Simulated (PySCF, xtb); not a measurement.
C5H6BF, SMILES C#CC(=C)B(C)F.

GFN2-xTB run with xtb at its own geometry gives an orbital gap of 3.27 eV and a dipole moment of 1.85 D.

The structure is a stationary point at PBE0-D3(BJ)/def2-SVP. This is a generated structure with no PubChem entry under its InChIKey; it may be hypothetical. The values are those of a single conformer.

Question: What does PBE/def2-TZVP (PySCF) give? (Estimate from the structure and the level; the computed values follow.)

Answer: gap 3.53 eV (levels -6.27 and -2.74 eV), dipole 1.59 D.
